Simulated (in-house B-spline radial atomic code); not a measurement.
Orbital energies and mean radii along the 61-electron series, configuration [Kr] 4d10 4f13 5s2. The effective charge is n√(-2ε), a non-relativistic measure. Computed with a B-spline radial code for spherical atoms: non-relativistic Hartree-Fock, average of the configuration, point nuclei.

This level leaves out relativity, spin-orbit splitting included, which matters for heavy ions.

```
  ion   Z  energy of 5s (Eh)  mean radius of 5s (bohr)  energy of 4f (Eh)  mean radius of 4f (bohr)  energy of 4s (Eh)  mean radius of 4s (bohr)  energy of 3d (Eh)  mean radius of 3d (bohr)  effective charge of 5s
Pt17+  78            -15.049                   0.92859            -17.393                   0.47178            -36.925                   0.45091            -95.586                   0.17216                  27.431
Au18+  79            -16.307                    0.9036             -19.13                   0.45742            -39.184                   0.44287            -100.08                   0.16945                  28.554
Hg19+  80            -17.608                   0.88003            -20.935                   0.44406            -41.512                   0.43508            -104.69                   0.16681                  29.671
Tl20+  81            -18.951                   0.85776            -22.809                   0.43158            -43.908                   0.42754            -109.42                   0.16426                  30.783
Pb21+  82            -20.337                   0.83668            -24.749                    0.4199            -46.371                   0.42024            -114.27                   0.16178                  31.888
Bi22+  83            -21.765                   0.81669            -26.756                   0.40892            -48.902                   0.41316            -119.23                   0.15938                  32.988
```

Q: How does the screening of 5s change?

A: Z less the effective charge goes from 50.57 at Z = 78 to 50.01 at Z = 83.
